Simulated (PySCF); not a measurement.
Vertical excitations of a molecule GeH6O2Si from PySCF with TDDFT-PBE/def2-SVPD, as energy in eV (oscillator strength): 5.29 (0.000), 5.39 (0.012), 5.63 (0.004), 6.41 (0.006), 6.62 (0.132), 6.71 (0.003), 6.88 (0.027), 6.92 (0.022), 6.93 (0.000), 6.96 (0.021). Lowest triplet (TDA): 4.90 eV. Geometry optimised at B3LYP-D3(BJ)/def2-SVP. One conformer was computed; it need not be the lowest.

### Question
Which molecule gave these data?
A) O[SiH](O)[GeH3]
B) [OH][GeH2][O][SiH3]
C) O[SiH2][GeH2][OH]
D) O[SiH2][O][GeH3]

### Answer
C, O[SiH2][GeH2][OH]
